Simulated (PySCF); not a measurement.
Al(F)(Br)(Me), CH3AlBrF, SMILES [CH3][Al]([F])[Br] at its CAM-B3LYP/def2-SVP optimised geometry (Å):

```
7

Al     0.0397    -0.2514     0.0000
F      1.6969    -0.2514     0.0000
Br    -0.9329    -2.2724    -0.0096
C     -0.9528     1.3999     0.0000
H     -1.6969     1.4143     0.8116
H     -1.5094     1.5138    -0.9442
H     -0.2934     2.2724     0.1153
```

Level of theory: CAM-B3LYP/def2-TZVP (PySCF 2.14.0). Cells within 0.4 Å of a nucleus heavier than hydrogen are left out (blank, or x).

Map of the HOMO amplitude (bohr^(-3/2)) on the plane z = 0.0 Å; orbital energy -9.96 eV, overall sign arbitrary:

```
|44444444444444444444444444444|
|44444444444444444444444444444|
|44444444444444444444444444444|
|44444444444444444444444444444|
|44444444444444444444444444444|
|44444444444444444444444444444|
|44444444444433444444444444444|
|44444444443333444444444444444|
|44444444433234444444444444444|
|4444444444xxx5555554444444444|
|4444444444xxx6555555444444444|
|44444444456776655555555444444|
|44444444556676655555555544444|
|44444444555666555445555544444|
|44444444445555xx444xx55554444|
|4444444444444xxx443xx55554444|
|44444444433344x55444555544444|
|44444443332334555444455544444|
|44444443221234555554455444444|
|44444433200135665555554444444|
|44444432101x57766555554444444|
|4444443310xxx8876555554444444|
|44444443224x69876555554444444|
|44444444345799866555554444444|
|44444444445787765555544444444|
|44444444455666655555544444444|
|44444444455555555555544444444|
|44444444455555555555444444444|
|44444444455555555554444444444|
```
Scale: ten equal steps from -0.217 (start of '0') to 0.223 (end of '9'), in the order '0123456789'; x runs from -4.50 to 4.50, y from -4.50 (bottom) to 4.50 (top).
